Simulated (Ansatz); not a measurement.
Ansatz results at the PBE0-D4/def2-TZVP geometry: HOMO–LUMO gap (B3LYP/def2-TZVPP) 5.70 eV; HOMO–LUMO gap (PBE0/def2-TZVPP) 6.14 eV; LUMO energy (ωB97M-V/def2-TZVPP) 0.53 eV.

Each molecule was computed in one conformer, which needn't be the lowest.

Problem. Which molecule gave them?
A. `N=C(O)BN`
B. `OC1=N[SiH2]S1`
C. `C#[C][GeH2][GaH][NH2]`
D. `OC(O)[O][GeH3]`

Solution. C. The others give `N=C(O)BN`: 6.28, 6.74, 1.14; `OC(O)[O][GeH3]`: 8.18, 8.67, 2.13; `OC1=N[SiH2]S1`: 6.52, 6.98, 1.34.

B3LYP here is the variant with VWN-RPA as its local correlation; programs differ in this.
